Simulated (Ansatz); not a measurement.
Two isomers of C3H6FNSi: A = `NC1(F)C=C[SiH2]1`, B = `C[Si](C)(F)C#N`.

Program: Ansatz. Geometries: PBE0-D4/def2-TZVP. ΔE: electronic, gas phase. CBS: MP2 limit from def2 TZ/QZ plus the TZ coupled-cluster correction, frozen cores. Functionals use def2-TZVPP. One conformer a species, not always the lowest.

(1) Which is lower in electronic energy at CCSD(T)/CBS, and by how much? (Estimate.)

(2) Give E(B) − E(A) in kcal/mol with CCSD/def2-TZVPP, PBE0-D4, CCSD(T)/def2-TZVPP, MP2/def2-TZVPP, r2SCAN-D4, B2PLYP, PBE-D4. (An estimate is asked.)

(3) Does the order hold for the free energy at 298.15 K (harmonic terms from PBE0-D4)? (Estimate.)

Largest T1 diagnostic: 0.012.

## Answers

(1) Computed: B, by 95.5 kcal/mol.

(2) Ansatz gave: CCSD/def2-TZVPP -97.9, PBE0-D4 -86.2, CCSD(T)/def2-TZVPP -96.8, MP2/def2-TZVPP -100.4, r2SCAN-D4 -92.0, B2PLYP -97.6, PBE-D4 -84.7. None reverses the order clearly.

(3) Ansatz gave: Yes: G(B) − G(A) = -97.1 kcal/mol, for one conformer each.

From PBE to PBE0 (25 % exact exchange), in def2-TZVPP and without D4, E(B) − E(A) moves by −1.3 kcal/mol. In def2-TZVPP, CCSD(T) changes the Hartree–Fock value by +5.6 kcal/mol (the triples alone add +1.1 kcal/mol) and MP2 by +1.9 kcal/mol.
